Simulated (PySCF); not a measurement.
A side-by-side comparison of computed properties.

First species: (CF3CO)2NCH3, C5H3F6NO2.
SMILES: `CN(C(=O)C(F)(F)F)C(=O)C(F)(F)F`

Second species: C₉H₉NS.
Geometry (PBE0-D3(BJ)/def2-SVP, Å), atoms numbered from 1 in this order:
```xyz
20
C9H9NS angstrom
C     -2.8777   -0.2663   -1.0589
C     -2.0709    0.1599    0.1610
C     -0.6049    0.3155   -0.1404
C      0.3607   -0.4540    0.4991
C      1.7113   -0.2621    0.1660
C      2.9005   -0.8995    0.6557
C      4.0255   -0.4133    0.0617
S      3.7163    0.8240   -1.1077
C      2.0083    0.7116   -0.8135
C      0.9678    1.4355   -1.4065
N     -0.2926    1.2367   -1.0746
H     -2.5676   -1.2622   -1.4124
H     -2.7198    0.4468   -1.8810
H     -3.9537   -0.3049   -0.8319
H     -2.4458    1.1326    0.5227
H     -2.2027   -0.5580    0.9855
H      0.0723   -1.1941    1.2489
H      2.9072   -1.6815    1.4157
H      5.0544   -0.7208    0.2495
H      1.1745    2.1958   -2.1694
```

Levels: CAM-B3LYP/def2-SVPD for dipole moment, HOMO energy, LUMO energy, HOMO–LUMO gap, static isotropic polarisability and electronic spatial extent ⟨r²⟩ about the centre of nuclear charge; TDDFT CAM-B3LYP/def2-SVPD for lowest singlet excitation; TDA CAM-B3LYP/def2-SVPD for lowest triplet excitation (Tamm–Dancoff); PBE0-D3(BJ)/def2-SVP for rotational constant A and rotational constant C. Geometries: PBE0-D3(BJ)/def2-SVP. Each structure is a single optimised conformer of the isolated species, non-relativistic unless stated. Electronic properties by PySCF.

Dipoles, sizes and rotational constants follow the conformer. The torsions of the flexible species, by atom-mapped SMILES:
- `[CH3:1][N:2]([C:3](=[O:4])[C:5]([F:6])([F:7])[F:8])[C:9](=[O:10])[C:11]([F:12])([F:13])[F:14]`: C1–N2–C3–O4 10°, N2–C3–C5–F6 -89°, C1–N2–C9–O10 -157°, N2–C9–C11–F12 -67°
- `[CH3:1][CH2:2][c:3]1[cH:4][c:5]2[cH:6][cH:7][s:8][c:9]2[cH:10][n:11]1`: C1–C2–C3–C4 -119°

```json
{"property": "dipole moment", "column X": "2.40 D", "column Y": "3.26 D"}
{"property": "HOMO energy", "column X": "-7.77 eV", "column Y": "-10.55 eV"}
{"property": "LUMO energy", "column X": "-0.28 eV", "column Y": "-1.41 eV"}
{"property": "HOMO–LUMO gap", "column X": "7.49 eV", "column Y": "9.14 eV"}
{"property": "lowest singlet excitation", "column X": "4.67 eV", "column Y": "4.80 eV"}
{"property": "lowest triplet excitation (Tamm–Dancoff)", "column X": "3.48 eV", "column Y": "4.27 eV"}
{"property": "static isotropic polarisability", "column X": "130.8 au", "column Y": "77.7 au"}
{"property": "electronic spatial extent ⟨r²⟩ about the centre of nuclear charge", "column X": "2232 bohr²", "column Y": "2618 bohr²"}
{"property": "rotational constant A", "column X": "2.767 GHz", "column Y": "1.306 GHz"}
{"property": "rotational constant C", "column X": "0.497 GHz", "column Y": "0.392 GHz"}
```

(1) Which column belongs to which species?

(2) How does each property change from the first species to the second?

## Answers

(1) Column X is the second species and column Y the first. The first has 17 atoms and 110 electrons, the second 20 and 86.

(2) dipole moment -0.86 D; HOMO energy +2.78 eV; LUMO energy +1.13 eV; HOMO–LUMO gap -1.65 eV; lowest singlet excitation -0.13 eV; lowest triplet excitation (Tamm–Dancoff) -0.79 eV; static isotropic polarisability +53.1 au; electronic spatial extent ⟨r²⟩ about the centre of nuclear charge -386 bohr²; rotational constant A +1.461 GHz; rotational constant C +0.105 GHz.

On the first: No computed singlet falls in the visible range (750 to 380 nm, 1.65 to 3.26 eV); S1 lies 1.54 eV above its blue end. The polarisability is 11.52 Å³ as a volume (1 au = 0.148185 Å³), or 0.71 au for each of the 110 electrons.

On the second: The vertical singlet–triplet gap S1 − T1 is 1.19 eV (TDDFT singlet less Tamm–Dancoff triplet; S1: HOMO→LUMO, weight 0.88; T1: HOMO→LUMO, weight 0.70). S1 lies 2.82 eV below the HOMO–LUMO gap; its leading configuration is HOMO→LUMO, weight 0.88.
